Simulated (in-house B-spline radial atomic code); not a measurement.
How numerical settings move a run on the phosphorus ion P²⁺, [Ne] 3s2 3p1. Computed with an all-electron radial atomic-structure program (B-spline basis): scalar-relativistic (X2C) revTPSS, spin-polarised, spherical fractional occupations, Fermi nucleus of rms radius 3.1889 fm.

Command:
```bash
python run_scf.py task.json out
```
Settings of the sound reference run:
```
Z                15
electrons        13
configuration    [Ne] 3s2 3p1
hamiltonian      x2c
method           revtpss,revtpss
spin_polarised   True
nucleus          fermi
rms_radius       3.1889
mass_number      31
atomic_mass      30.97376
speed_of_light   137.036
knot_spacing     0.22
spline_order     8
gauss_points     12
box_radius       22.22
max_iterations   70
damping          0.5
damped_steps     3
diis_vectors     10
tolerance        1e-08
start            Thomas-Fermi
```

Time taken, with all properties: 0.42 s on 1 thread of Arm Neoverse N1, on a shared host.

It converges in 8 iterations to -340.861745 hartree, with 3p up at -24.8807 eV. The other runs change the listed settings, some to values that make no sense; their results aren't properties of the atom or ion. Radii are in bohr (the nuclear one in fm), a minus after a letter asks for a j subshell, and «unchanged» means within 1e-8 hartree. The run stops when the residual is below 10 × tolerance × max(1, Z/10), or a noise floor if that is larger, and the energy moves by less than 1e-8 × √|E| hartree; so very loose and very tight tolerances often act alike.

```tsv
changed settings	outcome
tolerance = 1e-13	converged in 8 iterations, energy unchanged
gauss_points = 8, first_knot = 0.02, max_iterations = 12, tolerance = 1e-05	converged in 6 iterations, energy +1.12e-02 hartree from the reference, 3p up level -3.3e-04 eV
hamiltonian = dirac, method = hf	stopped with error: spin polarisation is not served with the Dirac Hamiltonian
damped_steps = 1	converged in 6 iterations, energy unchanged, 3p up level +2.2e-06 eV
damped_steps = 0	converged in 6 iterations, energy unchanged, 3p up level +1.6e-06 eV
electrons = 14, configuration = [Ne] 3s2 3p1 4s-1, max_iterations = 75	stopped with error: j subshells need the Dirac Hamiltonian and l > 0
knot_spacing = 0.55, spline_order = 6, max_iterations = 75, damping = 0	converged in 7 iterations, energy +5.19e-03 hartree from the reference, 3p up level +1.0e-03 eV
box_radius = 4.44, first_knot = 0.2, max_iterations = 50, damping = 0.2, diis_vectors = 1	converged in 12 iterations, energy +2.58e-01 hartree from the reference, 3p up level +6.4e-01 eV (the program warns: 3p up reaches the box edge; 3s up reaches the box edge)
tolerance = 1e-06	converged in 6 iterations, energy unchanged, 3p up level -1.3e-04 eV
```

Problem. What happens with damped_steps = 30?

Solution. Converged in 16 iterations, energy unchanged, 3p up level -7.5e-07 eV.

Problem. What happens with knot_spacing = 0.15, max_iterations = 50, damping = 0.2, tolerance = 1e-06?

Solution. Converged in 5 iterations, energy -2.97e-05 hartree from the reference, 3p up level +8.3e-04 eV.

Problem. What happens with spline_order = 5, gauss_points = 6, box_radius = 2.22, max_iterations = 75, tolerance = 1e-05?

Solution. Converged in 5 iterations, energy +2.12e+00 hartree from the reference, 3p up level +2.9e+01 eV (the program warns: 3p up has a positive eigenvalue: unbound, held by the box; 2s up reaches the box edge).

Problem. What happens with electrons = 21, configuration = [Ne] 3s2 3p1 5s2 5p6, max_iterations = 100?

Solution. Converged in 14 iterations to -340.1581 hartree, a different physical problem (warning: 5s up has a positive eigenvalue: unbound, held by the box).
